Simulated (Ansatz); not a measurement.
Basis-set series for CH7FOSi2 (`C[Si](O)(F)[SiH3]`). Total charge 0; spin multiplicity 1. All single points use the PBE0-D4/def2-TZVP geometry. It is one conformer, not always the lowest.

```json
{"functional": "PBE0-D4", "basis": "def2-TZVPP", "functions": "275", "energy (Eh)": "-796.14903", "HOMO (eV)": "-8.03", "LUMO (eV)": "0.19"}
{"functional": "PBE0-D4", "basis": "def2-QZVPP", "functions": "521", "energy (Eh)": "-796.18151", "HOMO (eV)": "-8.04", "LUMO (eV)": "0.04"}
{"functional": "ωB97M-V", "basis": "def2-TZVPP", "functions": "275", "energy (Eh)": "-796.49273", "HOMO (eV)": "-10.10", "LUMO (eV)": "1.88"}
{"functional": "ωB97M-V", "basis": "def2-QZVPP", "functions": "521", "energy (Eh)": "-796.52332", "HOMO (eV)": "-10.12", "LUMO (eV)": "1.31"}
```

Q: Give the rows for def2-SVP. (Estimate.)

A: Computed: 
| functional | basis | functions | energy (Eh) | HOMO (eV) | LUMO (eV) |
| --- | --- | --- | --- | --- | --- |
| PBE0-D4 | def2-SVP | 113 | -795.66746 | -7.97 | 0.55 |
| ωB97M-V | def2-SVP | 113 | -796.00234 | -10.01 | 2.43 |

Positive LUMOs are unbound and depend on the basis.
